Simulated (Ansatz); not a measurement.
Start from `[CH3][SnH]([F])[Cl]` and change one atom or group to get `C#[C][SnH]([F])[Cl]`.

Ansatz, PBE0-D4/def2-TZVP geometries, multiplicity 1. 

Elements past krypton have def2 core potentials.

| property | `[CH3][SnH]([F])[Cl]` |
| --- | --- |
| HOMO energy (PBE0/def2-TZVPP) / eV | -8.77 |
| zero-point energy (PBE0-D4/def2-TZVP) / kJ/mol | 121.2 |
| HOMO energy (ωB97M-V/def2-TZVPP) / eV | -10.97 |
| LUMO energy (ωB97M-V/def2-TZVPP) / eV | 1.09 |
| HOMO energy (B3LYP/def2-TZVPP) / eV | -8.51 |
| size of the dipole moment (ωB97M-V/def2-TZVPP) / D | 3.68 |

(1) What does the change do to each property? (An estimate is asked.)

Results:

(1) Ansatz gave: 
```csv
property,`C#[C][SnH]([F])[Cl]`,shift
HOMO energy (PBE0/def2-TZVPP) / eV,-8.96,-0.19
zero-point energy (PBE0-D4/def2-TZVP) / kJ/mol,75.4,-45.8
HOMO energy (ωB97M-V/def2-TZVPP) / eV,-11.22,-0.25
LUMO energy (ωB97M-V/def2-TZVPP) / eV,0.63,-0.46
HOMO energy (B3LYP/def2-TZVPP) / eV,-8.69,-0.18
size of the dipole moment (ωB97M-V/def2-TZVPP) / D,3.17,-0.51
```

With PBE0 the HOMO falls by 0.19 eV and the LUMO falls by 0.45 eV, so the gap narrows by about 0.26 eV. PBE moves the HOMO by -0.29 eV and ωB97M-V by -0.25 eV. The zero-point energy changes by -45.8 kJ/mol with -3 modes. Dipoles are sizes alone; their direction can turn.

B3LYP here is the variant with VWN-RPA as its local correlation; programs differ in this.

Positive LUMOs are unbound, so they and the gaps depend on the basis.
